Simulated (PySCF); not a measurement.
Job file and geometry (Å, from GFN2-xTB) of an NMR shielding run on SMILES FB(F)C1=CC[CH+]C=C1, [C$_{6}$H$_{6}$BF$_{2}$]+, GIAO PBE0/pcSseg-1 NMR shielding, non-relativistic, gas phase in PySCF 2.14.0, density-fitted response routines; density fitting, a coarse starting grid and PySCF grid level 2 are the driver's defaults:

```
{"job": {"kind": "nmr", "xc": "PBE0", "basis": "pcSseg-1"}, "charge": 1, "multiplicity": 1}
F      3.298681     0.945172     0.163901
B      2.548648    -0.087757    -0.086729
F      3.132574    -1.210655    -0.394601
C      0.961530     0.011824    -0.023008
C      0.166092    -1.083304    -0.284562
C     -1.286694    -1.012045    -0.229876
C     -1.860935     0.281126     0.115925
C     -1.058391     1.360768     0.372874
C      0.331565     1.230191     0.305560
H      0.624436    -2.030309    -0.538136
H     -1.674123    -1.793440     0.448852
H     -1.717179    -1.378724    -1.179396
H     -2.937596     0.367978     0.165929
H     -1.489069     2.317281     0.629855
H      0.956047     2.089884     0.511499
```

Q: Write the output of this run.

A: 
```
coarse grid: 13496 points
cycle   1  E = -455.9312813727  dE =  1.696e+00  |g| = 6.164e-01  |ddm| = 3.729e+00
cycle   2  E = -455.8827384287  dE =  4.854e-02  |g| = 8.806e-01  |ddm| = 9.456e-01
cycle   3  E = -455.9985076762  dE = -1.158e-01  |g| = 4.794e-02  |ddm| = 5.099e-01
cycle   4  E = -455.9986607146  dE = -1.530e-04  |g| = 3.929e-02  |ddm| = 7.505e-02
cycle   5  E = -455.9990563297  dE = -3.956e-04  |g| = 8.478e-03  |ddm| = 4.004e-02
cycle   6  E = -455.9990728893  dE = -1.656e-05  |g| = 3.689e-03  |ddm| = 1.035e-02
cycle   7  E = -455.9990761645  dE = -3.275e-06  |g| = 5.817e-04  |ddm| = 2.984e-03
final grid: 133896 points
cycle   8  E = -456.0604747226  dE = -7.231e-05  |g| = 6.150e-03  |ddm| = 4.079e-02
cycle   9  E = -456.0604746083  dE =  1.143e-07  |g| = 6.206e-03  |ddm| = 1.194e-02
cycle  10  E = -456.0604845558  dE = -9.948e-06  |g| = 6.364e-04  |ddm| = 6.173e-03
cycle  11  E = -456.0604846100  dE = -5.415e-08  |g| = 4.198e-04  |ddm| = 8.802e-04
cycle  12  E = -456.0604846583  dE = -4.832e-08  |g| = 6.567e-05  |ddm| = 3.998e-04
cycle  13  E = -456.0604846592  dE = -9.600e-10  |g| = 2.658e-05  |ddm| = 6.857e-05
converged SCF energy = -456.0604846592

GIAO shielding tensors (ppm)
atom      isotropic    diamagn.    paramagn.     s11        s22        s33       span
  0 F      250.896     465.865    -214.969     71.759    292.828    388.102    316.342
  1 B       79.117     196.164    -117.047     74.350     79.733     83.268      8.918
  2 F      251.388     466.122    -214.734     70.796    294.701    388.667    317.871
  3 C       43.338     257.648    -214.310    -56.740      0.550    186.204    242.944
  4 C      -19.875     256.020    -275.895   -165.737    -68.328    174.439    340.177
  5 C      133.412     254.932    -121.521     75.910    139.137    185.188    109.278
  6 C      -11.230     257.043    -268.273   -150.166    -59.096    175.573    325.739
  7 C       43.998     253.384    -209.386    -66.606     18.349    180.252    246.858
  8 C       -1.565     253.810    -255.375   -116.054    -65.039    176.400    292.454
  9 H       21.357      30.854      -9.497     16.772     19.267     28.032     11.260
 10 H       26.158      26.516      -0.358     21.140     24.755     32.577     11.437
 11 H       26.140      26.499      -0.359     21.127     24.752     32.541     11.413
 12 H       21.786      28.446      -6.659     18.494     20.279     26.586      8.092
 13 H       22.830      28.869      -6.038     20.116     22.391     25.985      5.869
 14 H       21.627      30.303      -8.676     18.299     19.110     27.472      9.173
```

Size and cost of the density-fitted run: 183 basis functions, 39 s wall time on 1 thread of an x86-64 server CPU, shared host.
